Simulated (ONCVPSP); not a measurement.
## Ce (Z = 58): one change to an ONCV potential, before and after

* Element: cerium
* Generator: ONCVPSP 4.0.1
* Type: optimised norm-conserving Vanderbilt (ONCV)
* Functional: PW91
* Relativity: fully relativistic
* Frozen core: [Kr] 4d10
* Valence charge: 12
* Reference configuration: 4f0.5 5s2 5p6 5d1.5 6s2
* Partial waves: 5s+6s: rc 2.40 bohr, ncon 4, nbas 9, qcut 6.2 1/bohr, 2 projectors; 5p: rc 1.85 bohr, ncon 4, nbas 7, qcut 3.6 1/bohr, 2 projectors, debl 1.1 Ha; 5d: rc 3.55 bohr, ncon 3, nbas 7, qcut 4.1 1/bohr, 3 projectors, debl 3.7 Ha; 4f: rc 1.35 bohr, ncon 3, nbas 8, qcut 14.9 1/bohr, 2 projectors, debl 1.8 Ha
* Local potential: polynomial inside 1.00 bohr (lpopt 3, dvloc0 0 Ha)
* Core correction: none

Open shells are filled in proportion to 2j + 1.

Change: f: qcut 12.

Cutoffs: the cutoffs (Ha) at which the residual kinetic energy of the hardest occupied pseudo-wave falls to 1 and 0.1 mHa per electron; they do not see the model core or the augmentation charge, which bear on the density cutoff. Errors are all-electron minus pseudo energies relative to the spin-unpolarised reference configuration.

Task: What does the change do?

Result: The potential gets softer (79 Ha and 89 Ha → 61 Ha and 67 Ha); both files keep a bound ghost (d, s); of the 4 tests that both files solve, the error grows in 4 and shrinks in 0 by more than 15 % and 0.3 meV (median size 41.5 → 75.1 meV). The waves are optimised to have the least kinetic energy above qcut, so the cutoff follows it (qcut²/2 in Ha).

| quantity | base | changed |
| --- | --- | --- |
| cutoff, loose | 79 Ha | 61 Ha |
| cutoff, tight | 89 Ha | 67 Ha |
| loose cutoff by channel | s 11 Ha, p 36 Ha, d 5.4 Ha, f 79 Ha | s 11 Ha, p 36 Ha, d 5.4 Ha, f 61 Ha |
| bound ghosts | s, d3/2 | s, d3/2 |
| GHOST(+) flags under 300 eV | p3/2 at 59.3 eV, p1/2 at 77.5 eV, d5/2 at 208.1 eV, d3/2 at 208.8 eV | p3/2 at 59.3 eV, p1/2 at 77.5 eV, d5/2 at 208.1 eV, d3/2 at 208.8 eV |
| error for 4f1 5s2 5p6 5d1 6s2, meV [ΔE -1.76 eV] | +23 | +57 |
| error for 4f1 5s2 5p6 5d1 6s1, meV [ΔE 4.35 eV] | +48 | +81 |
| error for 4f1 5s2 5p6 5d1 6s0, meV [ΔE 15.45 eV] | +48 | +79 |
| error for 4f1 5s2 5p6 5d0 6s0, meV [ΔE 34.69 eV] | +35 | +71 |
| s: phases at 2.43 bohr within 0.05 rad from the reference energy up to (Ha; the scan ends near 5) | 4.7 | 4.7 |
| p3/2: phases at 1.88 bohr within 0.05 rad from the reference energy up to (Ha; the scan ends near 5) | 2.1 | 2.1 |
| p1/2: phases at 1.88 bohr within 0.05 rad from the reference energy up to (Ha; the scan ends near 5) | 2.4 | 2.4 |
| d5/2: phases at 3.61 bohr within 0.05 rad from the reference energy up to (Ha; the scan ends near 5) | 0.0 | 0.0 |
| d3/2: phases at 3.61 bohr within 0.05 rad from the reference energy up to (Ha; the scan ends near 5) | -0.0 | -0.0 |
| f7/2: phases at 1.37 bohr within 0.05 rad from the reference energy up to (Ha; the scan ends near 5) | to the end of the scan | to the end of the scan |
| f5/2: phases at 1.37 bohr within 0.05 rad from the reference energy up to (Ha; the scan ends near 5) | to the end of the scan | to the end of the scan |

 A true bound ghost makes a file unfit for plane-wave use even where its test errors are small: the radial tests pick states by their node count and pass the ghost by.
